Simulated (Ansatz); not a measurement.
Ideal-gas functions of `N=C=C([SiH3])Cl` at 800 K and 1 bar, from an Ansatz frequency run at PBE0-D4/def2-TZVP.

Molar mass 105.6 g/mol, point group C1 (symmetry number 1), electronic degeneracy 1, moments of inertia 166.839, 182.509, 342.04 u Å². Harmonic wavenumbers (cm⁻¹, unscaled): 128, 131, 181, 209, 478, 487, 577, 648, 659, 754, 912, 925, 940, 954, 994, 1316, 2136, 2234, 2238, 2245, 3506.

Use S(trans) = R[1.5 ln M + 2.5 ln T − 1.1517]; rotational temperatures θ = 24.2544 K / I; S(rot) = R[ln(√π/σ · √(T³/θAθBθC)) + 1.5]; for each mode x = 1.438777 ν̃/T, S = R[x/(eˣ − 1) − ln(1 − e⁻ˣ)] and H = RT x/(eˣ − 1); 1 cm⁻¹ = 0.0119627 kJ/mol; R = 8.31446 J/(mol·K).

Problem. By hand: the entropy, in J/(mol·K).

Solution. Translation 187.5. Rotation: θ = 0.1454, 0.1329, 0.0709 K, giving 128.0. Vibration, mode by mode: 20.54, 20.35, 17.68, 16.50, 9.82, 9.68, 8.37, 7.50, 7.37, 6.39, 5.07, 4.98, 4.87, 4.78, 4.51, 2.86, 0.88, 0.76, 0.76, 0.75, 0.11, in all 154.5. Electronic 0.0. Sum 470.0 J/(mol·K).

Problem. By hand: H − E and G − E in kJ/mol, counted from the electronic energy.

Solution. Zero-point energy ½ × 22652 × 0.0119627 = 135.5; thermal vibration 61.5; translation, rotation and pV give 4 RT = 26.6. H − E = 223.6 kJ/mol, and G − E = 223.6 − 800 × 470.0/1000 = -152.4 kJ/mol.

Vibration gives 33 % of the entropy, 40.9 J/(mol·K) of it from the modes under 150 cm⁻¹: soft modes count most, and the harmonic formula is weakest for them. The sum counts one conformer and one mirror image; others add a mixing term.
